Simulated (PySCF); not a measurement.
CH3IMgS. Atoms are numbered in the order given.

```xyz
7

Mg     0.2874    -0.7890     0.0000
I     -0.0603     1.7515     0.0000
S      0.6474    -3.0615     0.0000
C     -1.0659    -3.7622     0.0000
H     -1.6295    -3.4735    -0.8983
H     -0.9574    -4.8556     0.0000
H     -1.6295    -3.4735     0.8983
```
Charge 0, spin multiplicity 1.

Geometry optimised at B3LYP-D3(BJ)/def2-SVP. The structure was generated by enumeration; whether it is a known compound was not checked. The def2 effective core potentials stand for the cores of I; spin–orbit coupling is left out. Other conformers were not sampled.

The numbers are results of PySCF with PBE/def2-TZVP, not measurements.

Gas-phase values at a fixed geometry.

Computed frontier levels, gap, dipole moment and polarisability:
The highest occupied level comes out as -5.61 eV and the lowest empty level comes out as -2.34 eV. The orbital gap comes out as 3.27 eV and the dipole moment is 1.58 D. The quadrupole, principal values (traceless, Buckingham form, about the centre of nuclear charge) is -12.12, 1.95, 10.17 D·Å and the mean static polarisability is 98.7 bohr³ (14.62 Å³). The polarisability, principal values comes out as 76.4, 82.3, 137.3 bohr³.
